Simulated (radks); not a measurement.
The numbers below are computed, except where a source is named.
Ionisation of the aluminium ion Al2+, [Ne] 3s1, to Al3+, [Ne], under several functionals. Dirac Kohn-Sham, spin-unpolarised, spherical densities, point nucleus; a radial shooting solver on a logarithmic mesh with Libxc functionals.

| functional | E(Al2+) (hartree) | Exc (hartree) | IE (eV) | -e(HOMO) (eV) | <r> HOMO (bohr) | IE error (eV) |
|---|---|---|---|---|---|---|
| exchange-only PBE | -241.37118 | -17.57383 | 28.079 | 23.143 | 2.215 | -0.369 |
| OLYP | -241.92058 | -18.15511 | 28.530 | 23.368 | 2.228 | +0.082 |
| Wu-Cohen GGA | -241.55458 | -17.76232 | 28.137 | 23.646 | 2.209 | -0.310 |
| PW91 | -241.88143 | -18.09957 | 28.497 | 23.785 | 2.205 | +0.049 |
| HCTH/407 | -241.91175 | -18.15286 | 28.519 | 23.630 | 2.227 | +0.072 |
| exchange-only LDA | -239.95148 | -16.10760 | 27.349 | 22.784 | 2.219 | -1.099 |
| B86b exchange with PBE correlation | -241.88318 | -18.10053 | 28.437 | 23.797 | 2.201 | -0.010 |
| PBE | -241.76667 | -17.97969 | 28.442 | 23.747 | 2.204 | -0.006 |
| LDA (Slater exchange, VWN5 correlation) | -240.84415 | -17.02097 | 28.429 | 23.929 | 2.196 | -0.019 |

NIST Atomic Spectra Database: 28.448 eV (measured). Closest: PBE. The Delta-SCF values span 1.18 eV, the total energies 1.97 hartree. The highest occupied level is 3s1/2. Spin polarisation and multiplet splitting are left out, so open shells lie too high by an amount that depends on their filling.

Beside tabulated values, note that spin-unpolarised runs miss the spin-polarisation part of the exchange energy of open shells.
